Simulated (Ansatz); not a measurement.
Start from `[OH][GaH][Cl]` and change one atom or group to get `[OH][GaH][SeH]`.

Ansatz, PBE0-D4/def2-TZVP geometries, multiplicity 1. Each molecule was computed in one conformer, which needn't be the lowest.

Scalar relativity is left out up to krypton.

```
                                          property  `[OH][GaH][Cl]`
           HOMO–LUMO gap (ωB97M-V/def2-TZVPP) / eV            11.81
  size of the dipole moment (B3LYP/def2-TZVPP) / D             0.46
                HOMO energy (PBE0/def2-TZVPP) / eV            -8.95
                 LUMO energy (PBE/def2-TZVPP) / eV            -1.92
size of the dipole moment (ωB97M-V/def2-TZVPP) / D             0.48
                 HOMO energy (PBE/def2-TZVPP) / eV            -7.50
```

(1) Give the same properties after the change, and the shifts. (Best estimate.)

## Answers

(1) Computed: 
```
                                          property  `[OH][GaH][SeH]`  shift
           HOMO–LUMO gap (ωB97M-V/def2-TZVPP) / eV             10.31  -1.50
  size of the dipole moment (B3LYP/def2-TZVPP) / D              0.86   0.40
                HOMO energy (PBE0/def2-TZVPP) / eV             -7.41   1.54
                 LUMO energy (PBE/def2-TZVPP) / eV             -1.69   0.23
size of the dipole moment (ωB97M-V/def2-TZVPP) / D              0.79   0.31
                 HOMO energy (PBE/def2-TZVPP) / eV             -6.25   1.25
```

With PBE0 the HOMO rises by 1.54 eV and the LUMO rises by 0.20 eV, so the gap narrows by about 1.34 eV. PBE moves the HOMO by 1.25 eV and ωB97M-V by 1.68 eV. The zero-point energy changes by 18.0 kJ/mol with +3 modes. Dipoles are sizes alone; their direction can turn.

B3LYP here is the variant with VWN-RPA as its local correlation; programs differ in this.

Spin–orbit coupling is left out; it splits and shifts lone-pair levels of the heavy atoms by tenths of an eV.
